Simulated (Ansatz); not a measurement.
```yaml
crystal:
  periodic: [false, false, false]
  atoms:
    - {symbol: C, position_ang: [4.117874, 1.824405, 1.025566]}
    - {symbol: C, position_ang: [3.199478, 0.996078, 0.152787]}
    - {symbol: O, position_ang: [2.318086, 1.456674, -0.549605]}
    - {symbol: S, position_ang: [3.521082, -0.775766, 0.285122]}
    - {symbol: C, position_ang: [2.179097, -1.384974, -0.794655]}
    - {symbol: C, position_ang: [0.812396, -1.414140, -0.112956]}
    - {symbol: C, position_ang: [-0.288017, -1.936710, -1.041277]}
    - {symbol: C, position_ang: [-1.696227, -1.902702, -0.414209]}
    - {symbol: C, position_ang: [-2.153441, -0.508853, -0.060525]}
    - {symbol: C, position_ang: [-2.023367, 0.005372, 1.240041]}
    - {symbol: F, position_ang: [-1.512011, -0.767404, 2.213135]}
    - {symbol: C, position_ang: [-2.415001, 1.313267, 1.568795]}
    - {symbol: F, position_ang: [-2.283348, 1.772891, 2.816747]}
    - {symbol: C, position_ang: [-2.936747, 2.147400, 0.566180]}
    - {symbol: F, position_ang: [-3.307294, 3.394964, 0.861316]}
    - {symbol: C, position_ang: [-3.073895, 1.665466, -0.746864]}
    - {symbol: F, position_ang: [-3.573512, 2.457817, -1.699240]}
    - {symbol: C, position_ang: [-2.673290, 0.352886, -1.041048]}
    - {symbol: F, position_ang: [-2.803047, -0.086355, -2.304119]}
    - {symbol: H, position_ang: [4.169521, 2.854533, 0.624824]}
    - {symbol: H, position_ang: [5.132094, 1.383572, 1.093097]}
    - {symbol: H, position_ang: [3.698458, 1.867496, 2.053073]}
    - {symbol: H, position_ang: [2.501739, -2.393139, -1.126483]}
    - {symbol: H, position_ang: [2.159240, -0.715285, -1.679102]}
    - {symbol: H, position_ang: [0.861406, -2.032106, 0.809003]}
    - {symbol: H, position_ang: [0.566499, -0.380825, 0.208115]}
    - {symbol: H, position_ang: [-0.298762, -1.340462, -1.979528]}
    - {symbol: H, position_ang: [-0.064209, -2.983547, -1.342254]}
    - {symbol: H, position_ang: [-2.420793, -2.344006, -1.127709]}
    - {symbol: H, position_ang: [-1.714018, -2.526549, 0.501742]}
basis:
  gaussian: {orbitals: pcseg-2, fitting: {mean_field: def2-universal-jkfit}}
total_charge: 1
magnetization: {spin_polarized: true, initial_magnetization: 1}
hamiltonian: {xc: {name: wB97M-V}}
output: {forces: true}
```

```sh
$ ansatz run in.yaml --threads 2 --pin off --events-out ev --progress --plain --max-ram 32768MiB --backend cuda --devices 0, --max-vram 18GiB
```

It prints (some lines left out):

```
Functional definition: wB97M-V
1688 factors; integrals over basis functions are off by at most 1.1e0 eV
1688 factors; integrals over basis functions are off by at most 6.4e-7 eV
mean field evaluation 1: about -39063.1602 eV, gradient 6.7e1 eV
mean field evaluation 2: about -39046.0065 eV, gradient 9.3e1 eV
mean field evaluation 4: about -39081.5543 eV, gradient 6.5e0 eV
mean field evaluation 8: about -39081.7791 eV, gradient 3.9e-1 eV
mean field evaluation 16: about -39081.7900 eV, gradient 3.7e-2 eV
mean field evaluation 32: about -39081.7904 eV, gradient 4.9e-4 eV
mean field evaluation 64: about -39081.7077 eV, gradient 3.9e-1 eV
mean field -39081.79044830 eV, -1436.2293083858 hartree, gradient 1.1e-6 eV, S^2 0.758264; 6 other end points of the search recorded, 0 dependent functions left out
reference -39081.79053393 eV, -1436.2293115330 hartree; 76, 75 occupied and 652, 653 virtual orbitals, 1688 factors
Total energy: -39081.79053393 eV, -1436.2293115330 hartree
Atom 0 at     4.117874     1.824405     1.025566 Å, force     0.193308     0.049113     0.120725 eV/Å
Atom 1 at     3.199478     0.996078     0.152787 Å, force    -1.059899     3.162388    -0.623603 eV/Å
Atom 2 at     2.318086     1.456674    -0.549605 Å, force     1.622477    -1.662211     1.193554 eV/Å
Atom 3 at     3.521082    -0.775766     0.285122 Å, force    -1.166962    -1.167869    -0.785112 eV/Å
Atom 4 at     2.179097    -1.384974    -0.794655 Å, force     0.933201    -0.424401    -0.948202 eV/Å
Atom 5 at     0.812396    -1.414140    -0.112956 Å, force    -0.553740     0.448338     1.424228 eV/Å
Atom 6 at    -0.288017    -1.936710    -1.041277 Å, force     0.190544    -0.350640    -0.992066 eV/Å
Atom 7 at    -1.696227    -1.902702    -0.414209 Å, force    -0.237569    -0.354068     0.360107 eV/Å
Atom 8 at    -2.153441    -0.508853    -0.060525 Å, force     0.021642     0.660686     0.099336 eV/Å
Atom 9 at    -2.023367     0.005372     1.240041 Å, force    -0.425782     0.600377    -0.477999 eV/Å
Atom 10 at    -1.512011    -0.767404     2.213135 Å, force    -0.025040     0.102893    -0.164301 eV/Å
Atom 11 at    -2.415001     1.313267     1.568795 Å, force    -0.024673    -0.182460    -0.544693 eV/Å
Atom 12 at    -2.283348     1.772891     2.816747 Å, force    -0.023818    -0.175160    -0.407314 eV/Å
Atom 13 at    -2.936747     2.147400     0.566180 Å, force     0.066611    -0.416881    -0.105172 eV/Å
Atom 14 at    -3.307294     3.394964     0.861316 Å, force     0.168139    -0.539829    -0.120185 eV/Å
Atom 15 at    -3.073895     1.665466    -0.746864 Å, force     0.208379    -0.284587     0.339878 eV/Å
Atom 16 at    -3.573512     2.457817    -1.699240 Å, force     0.208416    -0.328253     0.374913 eV/Å
Atom 17 at    -2.673290     0.352886    -1.041048 Å, force    -0.078279     0.362910     0.548026 eV/Å
Atom 18 at    -2.803047    -0.086355    -2.304119 Å, force     0.071352     0.094352     0.379413 eV/Å
Atom 19 at     4.169521     2.854533     0.624824 Å, force    -0.080525    -0.660188     0.207781 eV/Å
Atom 20 at     5.132094     1.383572     1.093097 Å, force    -0.573228     0.225554    -0.060366 eV/Å
Atom 21 at     3.698458     1.867496     2.053073 Å, force     0.180534    -0.067925    -0.555467 eV/Å
Atom 22 at     2.501739    -2.393139    -1.126483 Å, force    -0.136713     0.528165     0.332905 eV/Å
Atom 23 at     2.159240    -0.715285    -1.679102 Å, force     0.062404    -0.188713     0.558500 eV/Å
Atom 24 at     0.861406    -2.032106     0.809003 Å, force    -0.052103     0.295284    -0.543940 eV/Å
Atom 25 at     0.566499    -0.380825     0.208115 Å, force     0.075797    -0.571067    -0.181245 eV/Å
Atom 26 at    -0.298762    -1.340462    -1.979528 Å, force     0.030949    -0.285708     0.532696 eV/Å
Atom 27 at    -0.064209    -2.983547    -1.342254 Å, force    -0.107602     0.606429     0.210984 eV/Å
Atom 28 at    -2.420793    -2.344006    -1.127709 Å, force     0.517959     0.212347     0.367468 eV/Å
Atom 29 at    -1.714018    -2.526549     0.501742 Å, force    -0.005779     0.311125    -0.540850 eV/Å
Dipole moment:     3.291456    -1.117231    -0.026745 e Å
```

Run time 41 s (2 threads of AMD EPYC 7R13 on a shared host and a share (18 GiB) of an NVIDIA H100 80GB HBM3), peak host memory 1.8 GiB.

The dipole of an ion depends on the origin.
